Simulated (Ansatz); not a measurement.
This geometry of CH10BNSSi2 (16 atoms, charge 0, multiplicity 1) is a first-order saddle point.

All numbers below come from Ansatz, RKS BHLYP-D4/6-31G*.

```xyz
16
Properties=species:S:1:pos:R:3
C -1.440 -2.274 -1.839
S -0.707 -3.019 -0.342
Si -0.585 -1.290 0.923
Si 0.777 0.398 0.057
B 0.809 2.061 1.221
N 1.556 3.167 0.856
H -2.400 -1.819 -1.619
H -1.591 -3.078 -2.550
H -0.779 -1.537 -2.279
H -0.050 -1.799 2.203
H -1.948 -0.760 1.171
H 2.140 -0.163 -0.120
H 0.295 0.726 -1.311
H 0.194 2.137 2.239
H 2.114 3.224 0.025
H 1.594 4.003 1.410
```

Question: Which two structures does it join? (They come from a converged band through this point; their orientation in space is the band's.)

Answer: No bond is made or broken. The dihedral Si3–Si4–B5–N6 goes from -112 to 110°.

First end point:

```xyz
16
Properties=species:S:1:pos:R:3
C -1.404 -2.138 -1.878
S -1.019 -2.886 -0.258
Si -0.691 -1.123 0.919
Si 1.053 0.215 0.116
B 1.316 1.840 1.284
N 1.016 3.106 0.810
H -2.268 -1.485 -1.812
H -1.635 -2.953 -2.554
H -0.558 -1.587 -2.271
H -0.393 -1.628 2.276
H -1.942 -0.330 0.989
H 2.268 -0.632 0.051
H 0.720 0.604 -1.281
H 1.709 1.749 2.405
H 0.684 3.290 -0.118
H 1.120 3.936 1.365
```

Last end point:

```xyz
16
Properties=species:S:1:pos:R:3
C -1.443 -2.360 -1.807
S -0.716 -2.925 -0.230
Si -0.625 -1.065 0.834
Si 0.756 0.519 -0.197
B 0.660 2.300 0.747
N 1.739 2.768 1.477
H -2.411 -1.898 -1.648
H -1.574 -3.239 -2.427
H -0.787 -1.666 -2.319
H -0.107 -1.422 2.172
H -1.994 -0.521 1.000
H 2.134 -0.035 -0.198
H 0.332 0.630 -1.614
H -0.324 2.971 0.722
H 2.612 2.282 1.556
H 1.726 3.639 1.975
```

Question: How far does it lie above each of them?

Answer: 0.060 eV above the first and 0.067 eV above the second. This is the barrier of this one path; another mechanism may lie lower.

The run took 10 min on 2 threads of Arm Neoverse V1, with other jobs on the host, peak memory 0.34 GiB.
